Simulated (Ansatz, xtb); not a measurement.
## Relative energy of two isomers of C4H4O2S

Structure a is `Oc1occc1S`, a singlet and structure b is `Oc1cc(S)co1`, a singlet. Both are isolated molecules in the gas phase, relaxed with r2SCAN-D4/def2-SVP; the shapes shown needn't be the lowest conformers.

a (Å):

```xyz
11

C    -2.7266    1.9097   -1.2009
C    -1.4830    3.1518   -2.5163
C    -0.6245    2.3716   -1.8063
C    -1.4258    1.5512   -0.9297
O    -3.8761    1.4805   -0.6907
O    -2.7840    2.8673   -2.1442
S    -0.9067    0.2739    0.1612
H    -4.6005    1.9306   -1.1501
H    -1.3743    3.9130   -3.2832
H     0.4618    2.3580   -1.8784
H    -0.6825    1.0388    1.2587
```

b (Å):

```xyz
11

C    -2.8375    2.3801   -0.6062
C    -2.0924    2.7053   -1.7102
C    -0.9424    1.8371   -1.6435
C    -1.0874    1.0753   -0.5169
O    -3.9986    2.8011   -0.0969
O    -2.2509    1.4176    0.1237
S     0.4692    1.8234   -2.6988
H    -4.3450    3.4985   -0.6687
H    -2.3081    3.4600   -2.4635
H    -0.1854    1.5067   -3.8413
H    -0.4874    0.3002   -0.0496
```

Task: Estimate E(b) − E(a) at the level CCSD(T)/def2-SVP + ΔMP2/def2-TZVPP.

Result: CCSD(T)/def2-SVP + ΔMP2/def2-TZVPP gives E(b) − E(a) = +0.022 eV, slightly favouring structure a, which is too small a margin to settle the true order.

The same difference at several levels:

```json
{"level": "r2SCAN-D4/def2-SVP", "geometry": "r2SCAN-D4/def2-SVP", "E(b) − E(a) (eV)": "+0.030", "departure from the last row (eV)": "+0.009", "job, with rough time for the two": "optimisation, 2.5 min"}
{"level": "HF/def2-SVP", "geometry": "r2SCAN-D4/def2-SVP", "E(b) − E(a) (eV)": "+0.071", "departure from the last row (eV)": "+0.049", "job, with rough time for the two": "part of the CCSD(T) run"}
{"level": "MP2/def2-SVP", "geometry": "r2SCAN-D4/def2-SVP", "E(b) − E(a) (eV)": "+0.029", "departure from the last row (eV)": "+0.008", "job, with rough time for the two": "part of the CCSD(T) run"}
{"level": "CCSD(T)/def2-SVP", "geometry": "r2SCAN-D4/def2-SVP", "E(b) − E(a) (eV)": "+0.046", "departure from the last row (eV)": "+0.024", "job, with rough time for the two": "single point"}
{"level": "CCSD(T)/def2-SVP + ΔMP2/def2-TZVPP", "geometry": "r2SCAN-D4/def2-SVP", "E(b) − E(a) (eV)": "+0.022", "departure from the last row (eV)": "", "job, with rough time for the two": "single point, 86 s"}
```

As drawn, both hold the same kinds of bond in the same numbers.

The largest departure from CCSD(T)/def2-SVP + ΔMP2/def2-TZVPP is that of HF/def2-SVP, 0.049 eV. No reliable frequencies are at hand for a, so it isn't confirmed as a minimum. Levels run at GFN2-xTB geometries aren't shown. The last row adds to CCSD(T) the change of the MP2 difference between the two basis sets, here −0.024 eV.

The correlated steps freeze 11 core orbitals. Run with Ansatz 0.2.0, xtb 6.7.1; the last row on 2 threads of Arm Neoverse V2 on a shared host.
